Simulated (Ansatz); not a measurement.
BrClFHOSn, SMILES `[OH][Sn]([F])([Cl])[Br]`. The species carries charge 0 and has multiplicity 1. Sn takes the def2 core potential. All single points use the PBE0-D4/def2-TZVP geometry. It is one conformer, not always the lowest.

```xyz
6

O    -1.424    0.719    0.160
Sn    0.317   -0.114    0.142
F     1.600    1.206   -0.324
Cl    0.784   -0.804    2.261
Br    0.499   -1.886   -1.519
H    -1.776    0.879   -0.721
```

Task: What is the dipole moment at B3LYP/def2-TZVPP? (Best estimate.)

Result: Ansatz gave: 1.97 D, with components (-1.33, -0.81, -1.21) D in this frame, pointing from negative to positive charge.

Task: And with PBE, r2SCAN, ωB97M-V? (An estimate is asked.)

Result: The calculation gave: PBE 1.89 D, r2SCAN 1.93 D, ωB97M-V 1.95 D.

Task: Give the Mulliken charges with B3LYP, ωB97M-V, PBE in def2-TZVPP. (Estimate.)

Result: Ansatz gave: 
```json
{"atom": "O1", "B3LYP": "-0.49", "ωB97M-V": "-0.48", "PBE": "-0.44"}
{"atom": "Sn2", "B3LYP": "1.31", "ωB97M-V": "1.24", "PBE": "1.19"}
{"atom": "F3", "B3LYP": "-0.45", "ωB97M-V": "-0.44", "PBE": "-0.40"}
{"atom": "Cl4", "B3LYP": "-0.30", "ωB97M-V": "-0.27", "PBE": "-0.28"}
{"atom": "Br5", "B3LYP": "-0.27", "ωB97M-V": "-0.24", "PBE": "-0.25"}
{"atom": "H6", "B3LYP": "0.19", "ωB97M-V": "0.18", "PBE": "0.19"}
```

B3LYP here is the variant with VWN-RPA as its local correlation; programs differ in this.
